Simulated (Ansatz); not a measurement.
Cs₂Br₂, relaxed as a singlet with RKS PBE-D4/def2-SVP in Ansatz, starting from the GFN1-xTB geometry. Force threshold 0.02 eV/Å.

In the def2 sets Cs takes a core potential; there is no spin–orbit coupling. The structure comes from a short search, and lower isomers may exist.

Start:

Cartesian coordinates in Å:
```
Cs -1.555 -0.613 -1.229
Cs 1.517 0.622 1.283
Br -0.427 2.348 -0.648
Br 0.465 -2.357 0.594
```

(1) Estimate the energy that the relaxation releases and the steps that it takes.

(2) Does the start keep its bonding and symmetry?

(3) Predict the relaxed structure.

Results:

(1) 4.1 kcal/mol, in 3 steps; 5.5 s on 4 threads of Arm Neoverse N1 on a shared host. No frequencies were taken in this run, so the end may be a saddle point.

(2) By distances, no bond broke or formed. The bond that changes most is Cs1–Br3, from 3.22 to 3.36 Å (atoms count from 1). Point group C2v at the start, D2h at the end, both within 0.05 Å; within 0.015 Å the end is C2v.

(3) 
```xyz
4

Cs   -1.786   -0.713   -1.432
Cs    1.757    0.717    1.466
Br   -0.408    2.236   -0.606
Br    0.437   -2.239    0.572
```
Bond lengths (bridged metal pairs left out): 4 × Br–Cs 3.36 Å.
